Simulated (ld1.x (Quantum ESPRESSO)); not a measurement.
# Before and after: PAW potential for Mo (Z = 42)

```
Element                 : molybdenum (Mo)
Generator               : ld1.x (Quantum ESPRESSO) 7.5
Type                    : PAW
Functional              : PBEsol
Relativity              : scalar-relativistic
Frozen core             : [Kr]
Valence charge          : 6
Reference configuration : 4d5 5s0.5 5p0 (charge +0.5)
Partial waves           : 5s (bound): rcut 2.45, rcutus 3.20 bohr; 5s channel at 0.4 Ry: rcut 2.45, rcutus 3.20 bohr; 5p (bound, empty): rcut 2.80, rcutus 2.95 bohr; 5p channel at 3.2 Ry: rcut 2.80, rcutus 2.95 bohr; 4d (bound): rcut 1.45, rcutus 1.70 bohr; 4d channel at 1.35 Ry: rcut 1.45, rcutus 1.70 bohr
Local potential         : all-electron potential smoothed inside 1.55 bohr (lloc = -1)
Core correction         : a·sin(br)/r model core, default radius (ld1.x builds one for every PAW set, though the input has nlcc=.false.)
Augmentation charge     : PSQ, radius 1.45 bohr
```

All-electron outer shells of the reference configuration (PBEsol, scalar-relativistic, ld1.x):

```
shell  level (eV)  outermost node (bohr)  outermost maximum (bohr)
   4p      -41.69                   0.52                      1.08
   4d       -6.96                   0.53                      1.38
   5s       -6.88                   1.34                      2.86
   5p       -3.31                   1.54                      3.71
```

Change: core correction a·sin(br)/r model core inside 1.68 bohr.

Cutoffs: the cutoffs (Ry, on a coarse ladder) from which the occupation-weighted sum of valence levels, in a spherical-Bessel basis at the reference potential, stays within 10 and 1 mRy of its value at 400 Ry; they do not see the model core or the augmentation charge, which bear on the density cutoff. Errors are all-electron minus pseudo energies relative to the spin-unpolarised reference configuration.

Task: How do hardness, ghosts and transferability respond?

Result: The potential gets neither clearly harder nor softer (35 Ry and 55 Ry → 35 Ry and 55 Ry); both files keep a bound ghost (s); the number of tests with a reliable result goes from 7 to 6 (the test run of the changed file stopped, so its transferability is not established); of the 6 tests that both files solve, the error grows in 1 and shrinks in 2 by more than 15 % and 0.3 meV (median size 30.5 → 30.6 meV). The default core radius of the base comes out at 1.42 bohr. A wider model core is smoother and lowers the density cutoff, which this test does not measure.

| quantity | base | changed |
| --- | --- | --- |
| cutoff, loose | 35 Ry | 35 Ry |
| cutoff, tight | 55 Ry | 55 Ry |
| bound ghosts | s | s |
| tests with a reliable result | 7 of 7 | 6 of 7 (the test run stopped) |
| error for 4d5 5s1 5p0, meV [ΔE -2.74 eV] | +0.6 | -0.1 |
| error for 4d5 5s0 5p0, meV [ΔE 4.16 eV] | +2.9 | -1.5 |
| error for 4d4 5s0 5p0, meV [ΔE 19.62 eV] | -51 | -78 |
| error for 4d6 5s0 5p0, meV [ΔE -1.97 eV] | -17 | -17 |
| error for 4d4 5s1 5p1, meV [ΔE 1.02 eV] | -48 | -48 |
| error for 4d4 5s2 5p0, meV [ΔE -2.56 eV] | -44 | -44 |
| s: phases at 3.51 bohr within 0.05 rad from the reference energy up to (Ry; the scan ends near 5) | 2.1 | 2.1 |
| p: phases at 3.51 bohr within 0.05 rad from the reference energy up to (Ry; the scan ends near 5) | 0.4 | 0.4 |
| d: phases at 3.51 bohr within 0.05 rad from the reference energy up to (Ry; the scan ends near 5) | 4.5 | 4.5 |
| lowest overlap eigenvalue by channel | s 0.07, p 0.85, d 0.97 | s 0.07, p 0.85, d 0.97 |

 A true bound ghost makes a file unfit for plane-wave use even where its test errors are small: the radial tests pick states by their node count and pass the ghost by.
